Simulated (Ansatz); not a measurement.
System: H$_{4}$BGeO, charge 0, doublet. H4BGeO (SMILES O[BH][GeH2], doublet).
B3LYP-D3(BJ)/def2-TZVP minimum from Ansatz (a program for electronic structure):
```
B
O 1 1.3551
H 2 0.9630 1 115.79
H 1 1.1917 2 117.04 3 -179.91
Ge 1 2.0403 4 119.23 2 -176.83
H 5 1.5357 1 121.25 4 -19.11
H 5 1.5433 6 110.53 1 151.14
```
Charge 0, spin multiplicity 2.

Property: atomisation energy (electronic, to ground-state atoms), in kJ/mol. Radicals and triplets start from unrestricted determinants; spin-orbit coupling is neglected. Cores are frozen in correlated methods (noble-gas shells, and filled d and f shells in the p block). No relativity. CBS(X,Y): correlation extrapolated as X^-3, Hartree-Fock from the larger set. A bracket is a step between two methods taken in the basis named. For partners of very few electrons the exact lower level stands in for a higher one.

CCSD(T)/CBS(cc-pVTZ,cc-pVQZ) + [CCSDT(Q) - CCSD(T)]/cc-pVDZ (Ansatz) gives 2212.9 kJ/mol.

**Question.** What does PBE/def2-TZVPD (Ansatz) give here, and how do the other levels compare?

**Answer.** PBE gives 2242.3 kJ/mol, 29.4 kJ/mol above it. Differences of the others: B3LYP/def2-TZVPD (Ansatz) -8.7; CCSD(T)/CBS(cc-pVTZ,cc-pVQZ) (Ansatz) -2.8 kJ/mol.
